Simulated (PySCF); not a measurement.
CBrF3, charge -1, doublet, at the geometry of the source list (a state made from the parent by changing its charge; the spin is typed, not shown lowest) (in this run its highest filled SCF level lies above zero, so its values depend strongly on the basis, on diffuse functions most of all); PySCF with TPSS/STO-3G.

Here is a job for PySCF.
```python
from pyscf import gto, scf, dft

mol = gto.M(
    atom='''
F    -0.586600   -0.604900   -1.070200
C    -0.112600    0.004600   -0.000800
F    -0.600500   -0.584900    1.073500
F    -0.516800    1.260100   -0.015100
Br    1.816600   -0.075000    0.012500
''',
    basis='sto-3g',
    charge=-1,
    spin=1,
    verbose=4,
)

mf = dft.UKS(mol)
mf.xc = 'tpss'
mf.kernel()
mf.analyze()
```

It wrote (shortened):

```
PySCF version 2.14.0

[INPUT] verbose = 4
[INPUT] num. atoms = 5
[INPUT] num. electrons = 69
[INPUT] charge = -1
[INPUT] spin (= nelec alpha-beta = 2S) = 1
[INPUT] symmetry False subgroup None
[INPUT] Mole.unit = angstrom
[INPUT] Symbol           X                Y                Z      unit          X                Y                Z       unit  Magmom
[INPUT]  1 F     -0.586600000000  -0.604900000000  -1.070200000000 AA   -1.108513344670  -1.143095332749  -2.022384898510 Bohr   0.0
[INPUT]  2 C     -0.112600000000   0.004600000000  -0.000800000000 AA   -0.212783161626   0.008692740173  -0.001511780900 Bohr   0.0
[INPUT]  3 F     -0.600500000000  -0.584900000000   1.073500000000 AA   -1.134780537801  -1.105300810258   2.028620994721 Bohr   0.0
[INPUT]  4 F     -0.516800000000   1.260100000000  -0.015100000000 AA   -0.976610461175   2.381243889564  -0.028534864481 Bohr   0.0
[INPUT]  5 Br     1.816600000000  -0.075000000000   0.012500000000 AA    3.432876477885  -0.141729459342   0.023621576557 Bohr   0.0

nuclear repulsion = 368.5289122758
number of shells = 20
number of NR pGTOs = 114
number of NR cGTOs = 38
basis = sto-3g
ecp = {}

******** <class 'pyscf.dft.uks.UKS'> ********
method = UKS
initial guess = minao
damping factor = 0
level_shift factor = 0
DIIS = <class 'pyscf.scf.diis.CDIIS'>
diis_start_cycle = 1
diis_space = 8
diis_damp = 0
SCF conv_tol = 1e-09
SCF conv_tol_grad = None
SCF max_cycles = 50
direct_scf = True
direct_scf_tol = 1e-13
number electrons alpha = 35  beta = 34
XC library pyscf.dft.libxc version 7.1.2
    S. Lehtola, C. Steigemann, M. J. T. Oliveira, and M. A. L. Marques,  SoftwareX 7, 1–5 (2018)
XC functionals = tpss
    J. Tao, J. P. Perdew, V. N. Staroverov, and G. E. Scuseria,  Phys. Rev. Lett. 91, 146401 (2003)
    J. P. Perdew, J. Tao, V. N. Staroverov, and G. E. Scuseria,  J. Chem. Phys. 120, 6898 (2004)
    J. Tao, J. P. Perdew, V. N. Staroverov, and G. E. Scuseria,  Phys. Rev. Lett. 91, 146401 (2003)
    J. P. Perdew, J. Tao, V. N. Staroverov, and G. E. Scuseria,  J. Chem. Phys. 120, 6898 (2004)
radial grids:
    Treutler-Ahlrichs [JCP 102, 346 (1995); DOI:10.1063/1.469408] (M4) radial grids

becke partition: Becke, JCP 88, 2547 (1988); DOI:10.1063/1.454033
pruning grids: <function nwchem_prune>
grids dens level: 3
symmetrized grids: False
atomic radii adjust function: <function treutler_atomic_radii_adjust>
small_rho_cutoff = 0
Set gradient conv threshold to 3.16228e-05
tot grids = 77328
init E= -2876.13023725449

cycle= 1 E= -2878.42212424307  delta_E= -2.29  |g|= 0.332  |ddm|= 2.68
cycle= 2 E= -2878.42321957768  delta_E= -0.0011  |g|= 0.354  |ddm|=    1
cycle= 3 E= -2878.49793927197  delta_E= -0.0747  |g|= 0.0128  |ddm|= 0.479
cycle= 4 E= -2878.4980839848  delta_E= -0.000145  |g|= 0.00227  |ddm|= 0.0369
cycle= 5 E= -2878.49809179154  delta_E= -7.81e-06  |g|= 0.000249  |ddm|= 0.00841
cycle= 6 E= -2878.49809188181  delta_E= -9.03e-08  |g|= 3.34e-05  |ddm|= 0.00097
cycle= 7 E= -2878.49809188307  delta_E= -1.26e-09  |g|= 1.45e-05  |ddm|= 0.000101
cycle= 8 E= -2878.49809188321  delta_E= -1.48e-10  |g|= 2.73e-06  |ddm|= 3.22e-05
Extra cycle  E= -2878.49809188321  delta_E= 3.64e-12  |g|= 3.18e-06  |ddm|= 1.11e-05
converged SCF energy = -2878.49809188321  <S^2> = 0.75068216  2S+1 = 2.000682
**** SCF Summaries ****
Total Energy =                       -2878.498091883211146
Nuclear Repulsion Energy =             368.528912275800110
One-electron Energy =                -4787.410497365659467
Two-electron Energy =                 1540.383493206648154
Two-electron Coulomb Energy =         1670.186141266926597
DFT Exchange-Correlation Energy =     -129.802648060278358
**** MO energy ****
                             alpha | beta                alpha | beta
MO #1   energy= -475.648085378808  | -475.647240764771  occ= 1 | 1
MO #2   energy= -59.3195795044124  | -59.3189509691224  occ= 1 | 1
MO #3   energy= -54.5400383760296  | -54.5382761200461  occ= 1 | 1
MO #4   energy= -54.5374327516474  | -54.5370540562303  occ= 1 | 1
MO #5   energy= -54.5374327400406  | -54.5370540444735  occ= 1 | 1
MO #6   energy= -23.8151566958916  | -23.8144315118432  occ= 1 | 1
MO #7   energy= -23.8148339826092  | -23.8141095842403  occ= 1 | 1
MO #8   energy= -23.814809429081   | -23.8140851889235  occ= 1 | 1
MO #9   energy= -9.58674054059517  | -9.57220745241164  occ= 1 | 1
MO #10  energy= -7.25590729058244  | -7.25425661241716  occ= 1 | 1
MO #11  energy= -5.24116074151579  | -5.23783919298658  occ= 1 | 1
MO #12  energy= -5.23097796812841  | -5.22985771759202  occ= 1 | 1
MO #13  energy= -5.23097766133194  | -5.2298573923322   occ= 1 | 1
MO #14  energy= -0.995261514733082 | -0.992495160934409 occ= 1 | 1
MO #15  energy= -0.991296493983261 | -0.989302615709839 occ= 1 | 1
MO #16  energy= -0.991291686979574 | -0.989297805429307 occ= 1 | 1
MO #17  energy= -0.985376403377868 | -0.984570213771499 occ= 1 | 1
MO #18  energy= -0.985372431400787 | -0.984566266418349 occ= 1 | 1
MO #19  energy= -0.842879943265494 | -0.838628183132011 occ= 1 | 1
MO #20  energy= -0.745551497196997 | -0.743161517979189 occ= 1 | 1
MO #21  energy= -0.745526613377594 | -0.743136959023757 occ= 1 | 1
MO #22  energy= -0.272211811585276 | -0.249740468985981 occ= 1 | 1
MO #23  energy= -0.177966421975406 | -0.171162515800658 occ= 1 | 1
MO #24  energy= -0.091229743728516 | -0.0841336674562463 occ= 1 | 1
MO #25  energy= -0.0912253741423787 | -0.084129940800329 occ= 1 | 1
MO #26  energy= -0.0557008252399178 | -0.0295936135179674 occ= 1 | 1
MO #27  energy= 0.0832991054472158 | 0.0859478676790909 occ= 1 | 1
MO #28  energy= 0.083305039519106  | 0.0859553337597585 occ= 1 | 1
MO #29  energy= 0.107251217309592  | 0.109453351695298  occ= 1 | 1
MO #30  energy= 0.107259671351594  | 0.109463075598742  occ= 1 | 1
MO #31  energy= 0.123519091184553  | 0.124104788808948  occ= 1 | 1
MO #32  energy= 0.152310807473183  | 0.168157791581411  occ= 1 | 1
MO #33  energy= 0.186312974141503  | 0.195163709375736  occ= 1 | 1
MO #34  energy= 0.186313536926629  | 0.195163905831299  occ= 1 | 1
MO #35  energy= 0.477802785789293  | 0.549434917820316  occ= 1 | 0
MO #36  energy= 0.662929906248733  | 0.67800653175721   occ= 0 | 0
MO #37  energy= 0.662955150725682  | 0.689740298720933  occ= 0 | 0
MO #38  energy= 0.663717788519536  | 0.689769136342605  occ= 0 | 0

To work with the spin densities directly, `use mulliken_meta_spin()` only printing them here.

 ** Mulliken spin pop alpha/beta on meta-lowdin orthogonal AOs **
 ** Mulliken Spin Density (per AO)  **
spin_pop of  0 F 1s        0.00000
spin_pop of  0 F 2s        0.00152
spin_pop of  0 F 2px       0.03135
spin_pop of  0 F 2py      -0.00410
spin_pop of  0 F 2pz      -0.00753
spin_pop of  1 C 1s        0.00003
spin_pop of  1 C 2s        0.17629
spin_pop of  1 C 2px       0.35065
spin_pop of  1 C 2py       0.01487
spin_pop of  1 C 2pz       0.01431
spin_pop of  2 F 1s        0.00000
spin_pop of  2 F 2s        0.00152
spin_pop of  2 F 2px       0.03138
spin_pop of  2 F 2py      -0.00398
spin_pop of  2 F 2pz      -0.00769
spin_pop of  3 F 1s        0.00000
spin_pop of  3 F 2s        0.00152
spin_pop of  3 F 2px       0.03113
spin_pop of  3 F 2py      -0.00919
spin_pop of  3 F 2pz      -0.00224
spin_pop of  4 Br 1s        0.00000
spin_pop of  4 Br 2s        0.00001
spin_pop of  4 Br 3s        0.00045
spin_pop of  4 Br 4s        0.03258
spin_pop of  4 Br 2px       0.00000
spin_pop of  4 Br 2py      -0.00000
spin_pop of  4 Br 2pz      -0.00000
spin_pop of  4 Br 3px       0.00071
spin_pop of  4 Br 3py      -0.00000
spin_pop of  4 Br 3pz      -0.00000
spin_pop of  4 Br 4px       0.34650
spin_pop of  4 Br 4py      -0.00014
spin_pop of  4 Br 4pz      -0.00071
spin_pop of  4 Br 3dxy      0.00000
spin_pop of  4 Br 3dyz     -0.00000
spin_pop of  4 Br 3dz^2     0.00019
spin_pop of  4 Br 3dxz     -0.00000
spin_pop of  4 Br 3dx2-y2    0.00057
 ** Mulliken Spin Density (per atom)  **
spin density of  0 F =      0.02124
spin density of  1 C =      0.55614
spin density of  2 F =      0.02123
spin density of  3 F =      0.02122
spin density of  4 Br =      0.38016
 ** Mulliken pop alpha/beta on meta-lowdin orthogonal AOs **
 ** Mulliken pop       alpha | beta **
pop of  0 F 1s        0.99997 | 0.99997
pop of  0 F 2s        0.93761 | 0.93609
pop of  0 F 2px       0.95159 | 0.92024
pop of  0 F 2py       0.90177 | 0.90587
pop of  0 F 2pz       0.79163 | 0.79916
pop of  1 C 1s        0.99992 | 0.99989
pop of  1 C 2s        0.69264 | 0.51635
pop of  1 C 2px       0.78629 | 0.43563
pop of  1 C 2py       0.40085 | 0.38598
pop of  1 C 2pz       0.40020 | 0.38589
pop of  2 F 1s        0.99997 | 0.99997
pop of  2 F 2s        0.93760 | 0.93608
pop of  2 F 2px       0.94971 | 0.91833
pop of  2 F 2py       0.90519 | 0.90918
pop of  2 F 2pz       0.79009 | 0.79778
pop of  3 F 1s        0.99997 | 0.99997
pop of  3 F 2s        0.93762 | 0.93610
pop of  3 F 2px       0.96020 | 0.92907
pop of  3 F 2py       0.73003 | 0.73922
pop of  3 F 2pz       0.95476 | 0.95700
pop of  4 Br 1s        1.00000 | 1.00000
pop of  4 Br 2s        1.00000 | 0.99999
pop of  4 Br 3s        1.00000 | 0.99955
pop of  4 Br 4s        0.99999 | 0.96741
pop of  4 Br 2px       1.00000 | 1.00000
pop of  4 Br 2py       1.00000 | 1.00000
pop of  4 Br 2pz       1.00000 | 1.00000
pop of  4 Br 3px       1.00000 | 0.99929
pop of  4 Br 3py       0.99997 | 0.99997
pop of  4 Br 3pz       0.99997 | 0.99997
pop of  4 Br 4px       0.99995 | 0.65345
pop of  4 Br 4py       0.98634 | 0.98648
pop of  4 Br 4pz       0.98632 | 0.98703
pop of  4 Br 3dxy      0.99993 | 0.99992
pop of  4 Br 3dyz      1.00000 | 1.00000
pop of  4 Br 3dz^2     1.00000 | 0.99981
pop of  4 Br 3dxz      0.99993 | 0.99993
pop of  4 Br 3dx2-y2    1.00000 | 0.99943
In total            35.00000 | 34.00000
 ** Mulliken atomic charges   ( Nelec_alpha | Nelec_beta ) **
charge of  0F =     -0.14392  (     4.58258      4.56134 )
charge of  1C =     -0.00365  (     3.27989      2.72375 )
charge of  2F =     -0.14390  (     4.58256      4.56133 )
charge of  3F =     -0.14394  (     4.58258      4.56136 )
charge of  4Br =     -0.56459  (    17.97238     17.59222 )

WARN: System has nonzero charge -1; the dipole moment is origin-dependent.
Location of origin: [0. 0. 0.]

Dipole moment(X, Y, Z, Debye): -4.85130,  0.20013, -0.03320
```
